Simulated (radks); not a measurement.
Question: These are the eigenvalues of the occupied orbitals of an atom or ion with whole-number occupations (eV). Calculated with a radial shooting solver on a logarithmic mesh with Libxc functionals: scalar-relativistic Kohn-Sham, PBEsol, spin-polarised, spherical densities, point nucleus.

orbital  eigenvalue
1s up     -4085.134
1s down   -4078.967
2s up     -511.3707
2s down   -500.5880
2p up     -440.0428
2p down   -427.5349
3s up      -86.3475
3s down    -85.3127
3p up      -66.0663
3p down    -64.9719
4s up      -20.5089
4s down    -20.3668

Which element is it, and in what charge state? The configuration may be excited. Open shells, if any, are filled with parallel spins first.

Answer: Z = 20, calcium, charge +2: Ca2+ in [He] 2s2 2p4 3s2 3p6 4s2. The list shows which subshells hold electrons but not how many an open one holds; the 1s level, -150.13 hartree, gives Z - s = 17.3 by -(Z - s)^2/2, which with screening and relativity narrows Z to a few neighbours, and the depths of the outer levels then fix element, charge and occupations together.
